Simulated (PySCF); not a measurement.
Computed IR spectrum (relative IR intensity) of a molecule CH6FNOSi2. The structure is a stationary point at PBE0-D3(BJ)/def2-SVP. One conformer was computed; it need not be the lowest. These are PBE0-D3(BJ)/def2-SVP in PySCF 2.14.0 values and carry that method's errors. Frequencies are harmonic and unscaled.

ν (cm⁻¹): 55 (vw), 229 (vw), 291 (m), 310 (m), 369 (m), 422 (w), 436 (m), 614 (w), 654 (w), 703 (m), 754 (m), 767 (m), 821 (w), 831 (m), 893 (m), 903 (s), 949 (vs), 1053 (s), 1539 (m), 2224 (s), 2251 (s), 3044 (m), 3104 (w), 3619 (m), 3723 (m) (against the strongest line: vs over 80 %, s over 45 %, m over 15 %, w over 4 %, vw less)

Problem. Which structure fits?
A) N[Si@]1(F)C[SiH2]O1
B) C[Si@@H]1N[Si@H](F)O1
C) N[Si@@H]1OC[Si@@H]1F
D) O[Si@@H]1CN[Si@H]1F

Solution. C, N[Si@@H]1OC[Si@@H]1F
